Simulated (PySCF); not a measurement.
COS, triplet, at a GFN2-xTB geometry (a higher spin typed on purpose: for a closed-shell molecule this is an excited state), atoms displaced at random by about 0.03 Å a coordinate; PySCF with DF-PBE/STO-3G, gradient.

The PySCF input:
```python
from pyscf import gto, scf, dft

mol = gto.M(
    atom='''
O    -1.599538   -0.079238    0.011619
C    -0.613265    0.524073    0.213067
S     1.050591   -0.121367   -0.022084
''',
    basis='sto-3g',
    charge=0,
    spin=2,
    verbose=4,
)

mf = dft.UKS(mol)
mf.xc = 'pbe'
mf = mf.density_fit(auxbasis='def2-universal-jkfit')
mf.kernel()
g = mf.nuc_grad_method()
g.auxbasis_response = False
grad = g.kernel()
```

The log (banner, timings and long lists left out):

```
PySCF version 2.14.0

[INPUT] verbose = 4
[INPUT] num. atoms = 3
[INPUT] num. electrons = 30
[INPUT] charge = 0
[INPUT] spin (= nelec alpha-beta = 2S) = 2
[INPUT] symmetry False subgroup None
[INPUT] Mole.unit = angstrom
[INPUT] Symbol           X                Y                Z      unit          X                Y                Z       unit  Magmom
[INPUT]  1 O     -1.599538000000  -0.079238000000   0.011619000000 AA   -3.022688745835  -0.149738118658   0.021956727841 Bohr   0.0
[INPUT]  2 C     -0.613265000000   0.524073000000   0.213067000000 AA   -1.158902891781   0.990354439279   0.402638276183 Bohr   0.0
[INPUT]  3 S      1.050591000000  -0.121367000000  -0.022084000000 AA    1.985329258933  -0.229350390560  -0.041732711735 Bohr   0.0

nuclear repulsion = 75.4187035023955
number of shells = 11
number of NR pGTOs = 57
number of NR cGTOs = 19
basis = sto-3g
ecp = {}

******** <class 'pyscf.df.df_jk.DFUKS'> ********
method = DFUKS
initial guess = minao
damping factor = 0
level_shift factor = 0
DIIS = <class 'pyscf.scf.diis.CDIIS'>
diis_start_cycle = 1
diis_space = 8
diis_damp = 0
SCF conv_tol = 1e-09
SCF conv_tol_grad = None
SCF max_cycles = 50
direct_scf = False
number electrons alpha = 16  beta = 14
XC library pyscf.dft.libxc version 7.1.2
    S. Lehtola, C. Steigemann, M. J. T. Oliveira, and M. A. L. Marques,  SoftwareX 7, 1–5 (2018)
XC functionals = pbe
    J. P. Perdew, K. Burke, and M. Ernzerhof,  Phys. Rev. Lett. 77, 3865 (1996)
    J. P. Perdew, K. Burke, and M. Ernzerhof,  Phys. Rev. Lett. 78, 1396 (1997)
    J. P. Perdew, K. Burke, and M. Ernzerhof,  Phys. Rev. Lett. 77, 3865 (1996)
    J. P. Perdew, K. Burke, and M. Ernzerhof,  Phys. Rev. Lett. 78, 1396 (1997)
radial grids:
    Treutler-Ahlrichs [JCP 102, 346 (1995); DOI:10.1063/1.469408] (M4) radial grids

becke partition: Becke, JCP 88, 2547 (1988); DOI:10.1063/1.454033
pruning grids: <function nwchem_prune>
grids dens level: 3
symmetrized grids: False
atomic radii adjust function: <function treutler_atomic_radii_adjust>
small_rho_cutoff = 0
Set gradient conv threshold to 3.16228e-05
tot grids = 47080
init E= -505.352511753253

cycle= 1 E= -505.113266007617  delta_E= 0.239  |g|= 0.35  |ddm|= 2.14

cycle= 2 E= -504.202827972772  delta_E= 0.91  |g|= 1.36  |ddm|= 1.69

cycle= 3 E= -505.174689464836  delta_E= -0.972  |g|= 0.123  |ddm|= 1.44

cycle= 4 E= -505.183547803973  delta_E= -0.00886  |g|= 0.0736  |ddm|= 0.362

cycle= 5 E= -505.188492058495  delta_E= -0.00494  |g|= 0.00525  |ddm|= 0.141

cycle= 6 E= -505.188508030022  delta_E= -1.6e-05  |g|= 0.000296  |ddm|= 0.00629

cycle= 7 E= -505.188508165863  delta_E= -1.36e-07  |g|= 5.58e-05  |ddm|= 0.00102

cycle= 8 E= -505.188508171721  delta_E= -5.86e-09  |g|= 1.42e-05  |ddm|= 0.000203

cycle= 9 E= -505.188508172048  delta_E= -3.27e-10  |g|= 2.13e-06  |ddm|= 4.5e-05

Extra cycle  E= -505.188508172043  delta_E= 5.68e-12  |g|= 4.41e-06  |ddm|= 1.18e-05
converged SCF energy = -505.188508172043  <S^2> = 2.0013086  2S+1 = 3.0008723

******** <class 'pyscf.df.grad.uks.Gradients'> for <class 'pyscf.df.df_jk.DFUKS'> ********
unit = Eh/Bohr
grid_response = False
--------------- DFUKS gradients ---------------
         x                y                z
0 O     0.1419310784     0.0905997936     0.0303545385
1 C    -0.1353343091    -0.0937806065    -0.0314451082
2 S    -0.0040345440     0.0038887470     0.0013585086
----------------------------------------------
```
